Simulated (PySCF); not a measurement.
# Reading a saddle point

A first-order saddle point of SiNH$_{5}$ClF, closed shell, PBE0-D4/def2-TZVP, with one imaginary mode of 714i cm⁻¹:

```xyz
9
angstrom
Si -0.7456 -0.3359 -0.1269
N 1.0637 0.0131 -0.0712
H -0.7661 -1.4063 -1.1703
H -1.2881 -0.9839 1.0786
Cl -1.7907 1.1230 -1.1132
H 0.7345 0.7999 0.7720
F -0.2872 1.1629 1.3271
H 1.4406 0.3897 -0.9327
H 1.6389 -0.7623 0.2365
```

PySCF 2.14 with density fitting (its default auxiliary sets; JK sets also for MP2 and CCSD(T)); basis: def2-TZVPP and def2-QZVPP; cores frozen in the correlated methods. Extrapolation: Hartree–Fock as exp(−7.88 √X), correlation as X^−2.97.

Question: Which contacts change along the imaginary mode, and what lies on either side? (Judge from chemistry; the calculation decides.)

Answer: Computed: The step is SiNH₄Cl ([NH2][SiH2][Cl]) + HF → SiH₂ClF ([F][SiH2][Cl]) + NH₃, with the molecules in contact on both sides. Shortening one way: Si1–F7, N2–H6; lengthening the same way: Si1–N2, H6–F7.
| pair | one side (Å) | saddle (Å) | other side (Å) |
| --- | --- | --- | --- |
| Si1–F7 | 3.65 | 2.14 | 1.61 |
| N2–H6 | 1.73 | 1.20 | 1.01 |
| Si1–N2 | 1.74 | 1.84 | 2.32 |
| H6–F7 | 0.95 | 1.22 | 2.73 |

Question: Which side is lower, and how far does the saddle lie above each? (An estimate is asked for; the value comes from the calculation.)

Answer: Computed: The side with Si1–F7, N2–H6 short is lower by 17.34 kcal/mol; the saddle lies 37.14 kcal/mol above it and 19.80 kcal/mol above the other (CCSD(T) at an estimated basis limit (MP2 extrapolated from triple and quadruple zeta, plus CCSD(T) − MP2 in triple zeta); electronic energies).

No T1 diagnostic of these runs exceeds 0.011.

Steps of this kind, hydrogen fluoride cutting a network bond, underlie vapour etching and the fluorination step of atomic layer etching.

Labels in which every atom is bracketed show which atoms are joined, not bond orders.

For scale, one of the runs: CCSD(T)/def2-TZVPP, 216 basis functions, launched by `OMP_NUM_THREADS=4 python run.py`. Hardware: 4 CPU threads of an Arm Neoverse V2, shared host. Wall time 10 min; peak host memory 3.4 GiB.
